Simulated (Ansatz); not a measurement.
Computed with Ansatz on PBE0-D4/def2-TZVP structures; ΔE is electronic, products minus reactants. CCSD(T)/CBS adds triple-zeta CCSD(T) − MP2 to the extrapolated MP2 energy (def2 sets, frozen cores). Functionals use def2-TZVPP. HSE06 is defined as in plane-wave codes. Elements past krypton have def2 core potentials. For In outer-core shells are correlated without core-valence functions, which leaves a few kJ/mol of doubt a bond. One conformer a species, not always the lowest.

Reaction (ligand exchange at the In–C bond): `N=[C]([SiH3])[InH2]` + ethylmethylamine → `CC[N](C)[InH2]` + `N=C[SiH3]`

```csv
level,ΔE (kJ/mol),difference from CCSD(T)/CBS
LDA (SPW92),-41.9,3.1
B97M-V,-38.1,6.9
r2SCANh-D4,-35.8,9.2
CAM-B3LYP-D4,-37.7,7.3
revPBE,-24.5,20.5
r2SCANh,-34.9,10.1
HSE06,-29.3,15.7
MP2/def2-TZVPP,-44.6,0.4
SCS-MP2/def2-TZVPP,-42.4,2.6
CCSD(T)/def2-TZVPP,-41.4,3.6
CCSD(T)/CBS,-45.0,0
```

Task: What do rigid-rotor, harmonic-oscillator terms from PBE0-D4/def2-TZVP frequencies (298.15 K, 1 bar) make of the CCSD(T)/CBS value? (Estimate.)

Result: Computed: ΔZPE = -0.8 kJ/mol, ΔH = -46.8 kJ/mol, ΔS = -13 J/(mol·K), ΔG = -43.0 kJ/mol.

Largest T1 diagnostic among the species: 0.016.

Leaving LDA and LC-ωPBE aside and taking each functional with its dispersion term where it has one, the values, not all of them listed here, spread over 6.3 kJ/mol, from B97M-V to HSE06-D4. LDA lies −11.8 kJ/mol from PBE without D4. The D4 term adds −5.2 kJ/mol with B3LYP and −2.8 kJ/mol with PBE0; it sums over pairs of atoms, weighted by their polarisabilities, and B3LYP, whose exchange is more repulsive, gets the larger term. In def2-TZVPP, CCSD(T) changes the Hartree–Fock value by −14.6 kJ/mol (the triples alone add −1.9 kJ/mol) and MP2 by −17.9 kJ/mol.

CCSD(T)/CBS has its own doubt, a few kJ/mol and more with outer-core shells, so smaller differences from it don't rank the levels.

B3LYP here is the variant with VWN-RPA as its local correlation; programs differ in this.
